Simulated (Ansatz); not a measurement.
Reaction (isomerisation): `NCCO[SiH3]` → `OCCN[SiH3]`

Gas-phase electronic energies from Ansatz, PBE0-D4/def2-TZVP geometries. CCSD(T)/CBS adds triple-zeta CCSD(T) − MP2 to the extrapolated MP2 energy (def2 sets, frozen cores). Functionals use def2-TZVPP. One conformer a species, not always the lowest.

```tsv
level	ΔE (kcal/mol)
r2SCANh-D4	10.1
r2SCAN0-D4	10.1
CAM-B3LYP-D4	10.6
PBE	8.8
r2SCANh	10.1
CAM-B3LYP	10.7
CCSD/def2-TZVPP	10.7
SCS-MP2/def2-QZVPP	11.0
```

Task: What does CCSD(T)/CBS give? (An estimate is asked.)

Result: Ansatz gave: +10.4 kcal/mol. The listed levels differ from it by -0.3, -0.3, 0.2, -1.6, -0.3, 0.3, 0.3, 0.6 kcal/mol.

Largest T1 diagnostic among the species: 0.010.

From BLYP to BHLYP (50 % exact exchange), in def2-TZVPP and without D4, ΔE moves by +0.8 kcal/mol. At CCSD(T), def2-SVP lies −1.1 kcal/mol from the extrapolated value and def2-TZVPP +0.0 kcal/mol.

CCSD(T)/CBS has its own doubt, a few kJ/mol and more with outer-core shells, so smaller differences from it don't rank the levels.
